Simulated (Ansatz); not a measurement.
Consider the ligand exchange at the Si–O bond: `CO[SiH](O)F` + `C=N` → `C=N[SiH](O)F` + CH₃OH.

Isolated molecules relaxed with PBE0-D4/def2-TZVP in Ansatz; ΔE leaves out vibrations. CCSD(T)/CBS is the MP2 limit (def2-TZVPP, def2-QZVPP) plus CCSD(T) − MP2 in def2-TZVPP, frozen cores. This one scheme is used for every species. DFT in def2-TZVPP. One conformer a species, not always the lowest.

```json
{"level": "r2SCAN0-D4", "ΔE (eV)": "0.69"}
{"level": "BLYP", "ΔE (eV)": "0.68"}
{"level": "BHLYP", "ΔE (eV)": "0.72"}
{"level": "CCSD/CBS(def2)", "ΔE (eV)": "0.71"}
```

(1) What does CCSD(T)/CBS give? (Estimate.)

Largest T1 diagnostic among the species: 0.013.

## Answers

(1) Ansatz gave: +0.71 eV. The listed levels differ from it by -0.02, -0.03, 0.01, 0.00 eV.

From BLYP to BHLYP (50 % exact exchange), in def2-TZVPP and without D4, ΔE moves by +0.04 eV. Leaving LDA and LC-ωPBE aside and taking each functional with its dispersion term where it has one, the values, not all of them listed here, spread over 0.10 eV, from revPBE-D4 to BHLYP-D4.
